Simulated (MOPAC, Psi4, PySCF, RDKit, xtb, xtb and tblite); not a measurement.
Two geometries of SMILES OB(O)[SiH2]c1ccccc1, relaxed at GFN2-xTB with one dihedral held; other torsions can differ between them too.

Structure A

```
19

O     -3.9993    -0.8288     0.3804
B     -2.9243    -0.0428     0.1630
O     -3.1651     1.2996     0.0994
Si    -1.1633    -0.9248    -0.0200
C     -0.0172     0.0733    -1.1648
C     -0.5334     0.8557    -2.1957
C      0.2931     1.5725    -3.0431
C      1.6661     1.5223    -2.8737
C      2.2015     0.7499    -1.8563
C      1.3661     0.0364    -1.0164
H     -4.8320    -0.3586     0.4735
H     -2.4206     1.8766    -0.0618
H     -0.4145    -1.0410     1.2503
H     -1.2008    -2.2932    -0.5644
H     -1.6054     0.8996    -2.3430
H     -0.1326     2.1710    -3.8364
H      2.3152     2.0817    -3.5318
H      3.2729     0.7049    -1.7204
H      1.7890    -0.5659    -0.2260
```

Structure B

```
19

O      4.0820    -0.2490     0.0360
B      2.8083     0.1507     0.2341
O      2.6483     1.4183     0.7157
Si     1.3575    -1.1245    -0.1865
C      0.9098    -2.1915     1.3192
C     -0.3476    -2.7741     1.4470
C     -0.6654    -3.5666     2.5350
C      0.2770    -3.7955     3.5239
C      1.5349    -3.2273     3.4153
C      1.8426    -2.4340     2.3243
H      4.7509     0.4042     0.2561
H      1.7579     1.7277     0.8683
H      1.6379    -2.0614    -1.2879
H      0.0880    -0.4548    -0.5651
H     -1.0850    -2.5993     0.6773
H     -1.6487    -4.0085     2.6142
H      0.0321    -4.4140     4.3755
H      2.2754    -3.4030     4.1831
H      2.8282    -1.9943     2.2468
```

Question: Which is lower in energy at the level PBE0-D3(BJ)/def2-SVP // GFN2-xTB (Psi4), and by how much?

Answer: A is lower, by 4.21 kJ/mol (dihedral O1–B2–Si4–C5: 150° in A, 90° in B).

E(B) − E(A) in kJ/mol at the other levels, on the same two geometries: GFN2-xTB (xtb and tblite) 0.87; PBE0/def2-SVP // GFN2-xTB (Psi4) 3.56; PBE/def2-SVP // GFN2-xTB (Psi4) 3.42; PBE-D3(BJ)/def2-SVP // GFN2-xTB (Psi4) 4.16; UFF // GFN2-xTB (RDKit) -0.26; PM3, restricted, heats of formation // GFN2-xTB (MOPAC) 1.29; PM6, restricted, heats of formation // GFN2-xTB (MOPAC) 1.28; GFN1-xTB // GFN2-xTB (xtb) 0.02; restricted B3LYP/6-31G*, spherical d, density fitting // GFN2-xTB (PySCF) 2.72; restricted Hartree-Fock/6-31G*, spherical d, density fitting // GFN2-xTB (PySCF) 2.41; restricted Hartree-Fock/3-21G, density fitting // GFN2-xTB (PySCF) 3.78; restricted BP86/6-31G*, spherical d, density fitting // GFN2-xTB (PySCF) 2.60.
